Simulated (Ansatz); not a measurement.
Computed with Ansatz on PBE0-D4/def2-TZVP structures; ΔE is electronic, products minus reactants. CCSD(T)/CBS is the MP2 limit (def2-TZVPP, def2-QZVPP) plus CCSD(T) − MP2 in def2-TZVPP, frozen cores. This one scheme is used for every species. DFT in def2-TZVPP. B3LYP here is the variant with VWN-RPA as its local correlation; programs differ in this. Elements past krypton have def2 core potentials. For In outer-core shells are correlated without core-valence functions, which leaves a few kJ/mol of doubt a bond.

`[SiH3][In]([Cl])[Cl]` + H–F → `[F][In]([Cl])[Cl]` + SiH₄  (cleavage of the In–Si bond)

`[SiH3][In]([Cl])[Cl]`:

```xyz
7

Si    0.167   -1.062   -0.677
In   -0.152    1.075    0.683
Cl   -2.059    2.406    0.602
Cl    1.395    1.960    2.178
H    -0.740   -2.098   -0.121
H     1.579   -1.503   -0.575
H    -0.190   -0.778   -2.089
```

H–F:

Z-matrix (Å, degrees):
```
F
H 1 0.920
```

`[F][In]([Cl])[Cl]`:

Z-matrix (Å, degrees):
```
In
F 1 1.926
Cl 1 2.285 2 117.6
Cl 1 2.285 2 117.6 3 180.0
```

SiH₄:

Z-matrix (Å, degrees):
```
Si
H 1 1.485
H 1 1.485 2 109.5
H 1 1.485 2 109.5 3 -120.0
H 1 1.485 2 109.5 3 120.0
```

| species | B3LYP-D4 energy (Eh) |
| --- | --- |
| `[SiH3][In]([Cl])[Cl]` | -1402.11095 |
| H–F | -100.49283 |
| `[F][In]([Cl])[Cl]` | -1210.68220 |
| SiH₄ | -291.91967 |

Work out ΔE.

ΔE = (-1210.68220) + (-291.91967) − (-1402.11095) − (-100.49283) = 0.00191 Eh = +0.05 eV. CCSD(T)/CBS gives +0.09 eV.

Largest T1 diagnostic among the species: 0.014.

From r2SCAN to r2SCAN0 (25 % exact exchange), in def2-TZVPP and without D4, ΔE moves by +0.07 eV. Leaving LDA and LC-ωPBE aside and taking each functional with its dispersion term where it has one, the values, not all of them listed here, spread over 0.26 eV, from B97M-V to HSE06-D4. LDA lies +0.15 eV from PBE without D4.
